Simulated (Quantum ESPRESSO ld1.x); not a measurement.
Neutral calcium, 20 electrons, occupied as [Ar] 3d1 4p1 (not the ground configuration). Calculated with ld1.x of Quantum ESPRESSO 7.5: scalar-relativistic Kohn-Sham, LDA (Slater exchange, Perdew-Zunger correlation), spin-polarised, spherical densities, point nucleus; open shells are filled with parallel spins first.

Normalised radial functions P(r) = r R(r), r in bohr:

```
   r/bohr * 3s up, o 3s down, + 3p down (the largest magnitude, 1.02, reaches the edge; | marks zero, & curves that meet)
 0.003347                             + &
 0.004464                             + &
 0.005954                             +  &
 0.007941                             +  &
  0.01059                             +   &
  0.01413                             +    &
  0.01884                             |+    &
  0.02513                             |+     &
  0.03352                             | +     &
   0.0447                             |  +    &
  0.05962                             |   + &
  0.07952                             |   &  +
   0.1061                            &|        +
   0.1415                      &      |          +
   0.1887                 &           |            +
   0.2516               &             |          +
   0.3356                  &          |     +
   0.4477                           + &
   0.5971                +            |            &
   0.7963       +                     |                       &
    1.062    +                        |                          &
    1.417       +                     |                    &
    1.889               +             |           &
     2.52                      +      |    &
    3.361                           + |&
    4.483                            +&
    5.979                             &
    7.975                             &
    10.64                             &
    14.19                             &
    18.92                             &
```

3s up: eigenvalue -45.480 eV, 2 radial nodes at r = 0.101, 0.452 bohr, <r> = 1.17 bohr, 90 % of the charge inside 1.76 bohr. 3s down: eigenvalue -45.024 eV, 2 radial nodes at r = 0.101, 0.451 bohr, <r> = 1.17 bohr, 90 % of the charge inside 1.76 bohr. 3p down: eigenvalue -26.310 eV, 1 radial node at r = 0.420 bohr, <r> = 1.29 bohr, 90 % of the charge inside 2.00 bohr.
